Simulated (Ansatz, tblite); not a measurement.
Isomers of Ag2F2⁻ (doublet), found by a short tight-binding search and relaxed with PBE-D4/def2-TZVPD in Ansatz.

In the def2 sets Ag takes a core potential; there is no spin–orbit coupling. The xTB rows come from tblite. Correlated methods freeze 2 core orbitals; core or outer-core shells of Ag are correlated, in sets that lack core-valence functions.

Other spin states were run for one of them alone.

A:

```
atom   x (Å)   y (Å)   z (Å)
 Ag1   0.644   0.540  -1.058
 Ag2  -0.648  -0.538   1.056
  F3  -1.633  -1.372   2.682
  F4   1.636   1.370  -2.681
```

B:

```xyz
4

Ag    0.4452    2.0679    0.0930
Ag   -0.1321   -0.6259   -0.0222
F     0.4195   -1.1007    1.8580
F    -0.7326   -0.3414   -1.9289
```

Estimate their order by electronic energy at PBE0-D4/def2-TZVPD, counted from the lowest.

A (0.00) < B (0.14), in eV.

Do the other levels pick the same lowest one?

Not B97M-V/def2-TZVPD. Energies above each level's lowest (eV):

```csv
level,A,B
GFN1-xTB,0.00,0.76
GFN2-xTB,0.00,0.15
HF/def2-SVPD,0.00,0.41
PBE-D4/def2-TZVPD,0.00,0.02
revPBE-D4/def2-TZVPD,0.00,0.04
r2SCAN-D4/def2-TZVPD,0.00,0.00
B97M-V/def2-TZVPD,0.05,0.00
PBE0-D4/def2-TZVPD,0.00,0.14
MP2/def2-SVPD,0.00,0.31
CCSD/def2-SVPD,0.00,0.29
CCSD(T)/def2-SVPD,0.00,0.27
```
Point groups (tolerance 0.1 Å): A D∞h, B Cs. Lower isomers may exist.
